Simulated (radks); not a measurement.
Q: These are the eigenvalues of the occupied orbitals of an atom or ion with whole-number occupations (eV). All-electron calculation, Dirac Kohn-Sham, PBEsol, spin-unpolarised, spherical densities, point nucleus. Program: a radial shooting solver on a logarithmic mesh with Libxc functionals.

orbital  eigenvalue
1s1/2     -15071.33
2s1/2     -2058.988
2p1/2     -1872.945
2p3/2     -1812.209
3s1/2     -349.7898
3p1/2     -283.1109
3p3/2     -273.9555
3d3/2     -157.1286
3d5/2     -155.5673
4s1/2      -78.5020
4p1/2      -61.3563
4p3/2      -60.1690

Which element is it, and in what charge state? The configuration may be excited. Open shells, if any, are shared by 2j + 1.

A: Z = 37, rubidium, charge +4: Rb4+ in [Ar] 3d10 4s2 4p3. The list shows which subshells hold electrons but not how many an open one holds; the 1s level, -553.86 hartree, gives Z - s = 33.3 by -(Z - s)^2/2, which with screening and relativity narrows Z to a few neighbours, and the depths of the outer levels then fix element, charge and occupations together.
